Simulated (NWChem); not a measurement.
# SiH cation, singlet

Program: NWChem. Low-valent species are run as closed-shell singlets; no triplet was tried in these runs. All runs use the structure optimised with PBE0/def2-SVP.

Task: Estimate the computed values for PBE/cc-pVTZ. Quantities: highest occupied level (eV); orbital gap (eV).

Result: The highest occupied level (eV) is -14.26 and the orbital gap (eV) is 2.73.
